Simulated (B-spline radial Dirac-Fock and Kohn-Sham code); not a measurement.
# Dipole and non-dipole photoemission parameters of Fe⁶⁺ 2s

System: the Fe⁶⁺ ion in the configuration [Ar] 3d2; threshold 968.5 eV (orbital energy of the model). These are calculated numbers from a radial B-spline solver; the model is Dirac-Hartree-Slater photoionisation with a Latter tail; cross sections with all multipoles, angular parameters from the dipole term and its interference with E2.

For linearly polarised light dσ/dΩ = σ/(4π) [1 + β P₂(cos θ) + (δ + γ cos²θ) sin θ cos φ], with θ from the polarisation vector and φ the angle between the beam and the projection of the electron momentum on the plane normal to the polarisation.

| hν (eV) | σ (kb) | β | γ |
| --- | --- | --- | --- |
| 1080 | 105 | 1.999 | 0.277 |
| 1380 | 70.8 | 1.999 | -0.011 |
| 1500 | 61.5 | 1.999 | -0.044 |
| 1740 | ? | ? | ? |
| 1900 | 40.2 | 2.000 | -0.041 |
| 2000 | 36.5 | 2.000 | -0.027 |
| 2300 | 28.0 | 2.000 | 0.030 |
| 4000 | 8.87 | 1.999 | 0.443 |
| 5140 | 5.05 | 1.999 | 0.702 |
| 5414.7 | 4.48 | 1.999 | 0.760 |
| 8340 | 1.60 | 1.999 | 1.292 |
| 9060 | 1.30 | 1.999 | 1.406 |
| 9320 | 1.22 | 1.999 | 1.446 |
| 10800 | 0.838 | 1.999 | 1.661 |

**Question.** Give the values at 1740 eV.

**Answer.** σ = 47.2 kb, β = 2.000, γ = -0.055. For an s subshell δ is negligible.
